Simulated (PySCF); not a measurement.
Compound: CH₈Ge₂.
Atom-mapped SMILES: `[CH3:1][GeH2:2][GeH3:3]` (hydrogens: H4, H5, H6 on C1; H7, H8 on Ge2; H9, H10, H11 on Ge3)

Level of theory: TDDFT B3LYP/def2-SVPD, vertical, gas phase, core orbitals frozen in the response (PySCF 2.14.0, density-fitted response routines). Isolated species at its PBE0-D3(BJ)/def2-SVP geometry, gas phase. The B3LYP/def2-SVPD calculation is non-relativistic and has no spin–orbit coupling, an omission that weighs most on germanium.

```
state  E (eV)  E (kJ/mol)  λ (nm)       f  main configurations (H = HOMO, L = LUMO)
   S1    6.77         653   183.1   0.015                    H→L+1 (66%), H→L (33%)
   S2    6.98         673   177.7   0.203       H→L (49%), H→L+1 (24%), H→L+2 (24%)
   S3    7.21         696   172.0   0.292        H→L+2 (71%), H→L (14%), H→L+1 (8%)
   S4    7.37         711   168.1   0.022                               H→L+3 (93%)
   S5    7.70         743   160.9   0.075                   H-1→L (83%), H→L+4 (9%)
   S6    7.77         750   159.6  0.0006                  H→L+4 (87%), H-1→L (10%)
   S7    7.87         759   157.5   0.061                             H-1→L+1 (94%)
   S8    7.89         761   157.1   0.032                 H-2→L (85%), H-2→L+1 (9%)
   S9    8.00         772   155.0   0.032                 H-2→L+1 (84%), H-2→L (9%)
  S10    8.14         785   152.4  0.0081    H→L+5 (50%), H→L+6 (34%), H-1→L+2 (8%)
```

Triplets, Tamm–Dancoff:

```tsv
state	E (eV)	λ (nm)	main configurations (H = HOMO, L = LUMO)
T1	6.21	199.7	H→L (90%)
T2	6.42	193.2	H→L+1 (70%), H→L+2 (18%)
T3	6.65	186.5	H→L+3 (92%)
T4	6.70	184.9	H→L+2 (74%), H→L+1 (20%)
```

The lowest singlet comes at 183 nm (653 kJ/mol) in the vacuum ultraviolet; it is weak; its leading configuration is HOMO→LUMO+1 (66%). The strongest level in the table is S3 at 7.21 eV (172 nm, f = 0.292). Löwdin shares by element: HOMO germanium 64%, carbon 9%, hydrogen 5% or more (atoms not listed hold the other 22%); LUMO germanium 47%, hydrogen 20% or more (atoms not listed hold the other 33%). The oscillator strengths of these states sum to 0.741; summed over the whole spectrum of an exact calculation they would give the number of electrons, 78 (Thomas–Reiche–Kuhn). The listed states span 1.36 eV, and the widest gap between neighbours is 0.33 eV (S4 to S5). Weighted by f, the mean energy of these states is 7.32 eV. The vertical ionisation energy (ΔSCF) is 9.87 eV, 1.73 eV above S10. Only the lowest 10 singlets were computed, as vertical energies without vibronic structure.
